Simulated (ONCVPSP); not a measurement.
**Before and after: ONCV potential for La**

La, optimised norm-conserving Vanderbilt (ONCV), made with ONCVPSP 4.0.1 (PBEsol, scalar-relativistic). Core [Kr] 4d10 5s2, reference 5p6 5d1.5 6s1.5. Waves: 6s: rc 3.85 bohr, ncon 5, nbas 8, qcut 1.7 1/bohr, 2 projectors, debl 1.3 Ha; 5p: rc 1.75 bohr, ncon 4, nbas 7, qcut 4.8 1/bohr, 1 projector; 5d: rc 3.60 bohr, ncon 4, nbas 9, qcut 4.1 1/bohr, 1 projector; f scattering state at 0.11 Ha: rc 2.95 bohr, ncon 5, nbas 8, qcut 3.5 1/bohr, 2 projectors, debl 3.9 Ha. Local part: polynomial inside 1.15 bohr (lpopt 5, dvloc0 1 Ha). Core correction: Teter function, fcfact 4.5, rcfact 1.5.

In the f channel the program set the typed energies aside and used -0.130, 3.770 Ha.

Change: local potential polynomial inside 1.15 bohr (lpopt 5, dvloc0 -1 Ha).

Cutoffs: the cutoffs (Ha) at which the residual kinetic energy of the hardest occupied pseudo-wave falls to 1 and 0.1 mHa per electron; they do not see the model core or the augmentation charge, which bear on the density cutoff. Errors are all-electron minus pseudo energies relative to the spin-unpolarised reference configuration.

**Question.** What does the change do?

**Answer.** The potential gets neither clearly harder nor softer (19 Ha and 43 Ha → 19 Ha and 43 Ha); both files keep a bound ghost (p, s); the lowest positive-energy flag moves from f at 95.2 eV to d at 38.2 eV; the number of tests with a reliable result goes from 3 to 4; of the 3 tests that both files solve, the error grows in 1 and shrinks in 1 by more than 15 % and 0.3 meV (median size 8.2 → 4.8 meV).

```csv
quantity,base,changed
"cutoff, loose",19 Ha,19 Ha
"cutoff, tight",43 Ha,43 Ha
bound ghosts,"s, p","s, p"
GHOST(+) flags under 300 eV,f at 95.2 eV,"d at 38.2 eV, f at 87.5 eV"
tests with a reliable result,3 of 4,4 of 4
"error for 5p6 5d1 6s2, meV [ΔE -0.35 eV]",-8.2,-4.8
"error for 5p6 5d1 6s1, meV [ΔE 5.64 eV]",+0.2,+2.5
"error for 5p6 5d1 6s0, meV [ΔE 16.49 eV]",+15,+15
s: phases at 3.90 bohr within 0.05 rad from the reference energy up to (Ha; the scan ends near 5),2.6,2.4
p: phases at 1.78 bohr within 0.05 rad from the reference energy up to (Ha; the scan ends near 5),4.7,4.1
d: phases at 3.65 bohr within 0.05 rad from the reference energy up to (Ha; the scan ends near 5),0.6,0.5
f: phases at 3.00 bohr within 0.05 rad from the reference energy up to (Ha; the scan ends near 5),-0.1,-0.1
"rms error of d²Exc/dni dnj with the model core, mHa",0.50,0.50
```

 A true bound ghost makes a file unfit for plane-wave use even where its test errors are small: the radial tests pick states by their node count and pass the ghost by.
